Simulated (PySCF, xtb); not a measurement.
Cl4OW, SMILES [O]=[W]([Cl])([Cl])([Cl])[Cl] (connectivity only; charge and spin as stated), charge -1, multiplicity 2.

Harmonic wavenumbers (cm⁻¹) from GFN2-xTB (xtb 6.7.1) at its own minimum, in rising order: 9, 114, 136, 137, 172, 175, 176, 226, 274, 275, 287, 843.

**Question.** What does PySCF 2.14.0 with PBE-D3(BJ)/def2-SVPD give at its own minimum? (Estimate from the structure and the level; the computed values follow.)

**Answer.** 37, 130, 143, 143, 167, 223, 223, 277, 321, 321, 332, 988. Paired by order, the mean absolute difference is 41 cm⁻¹ and the zero-point energies are 4.0 and 4.7 kcal/mol.
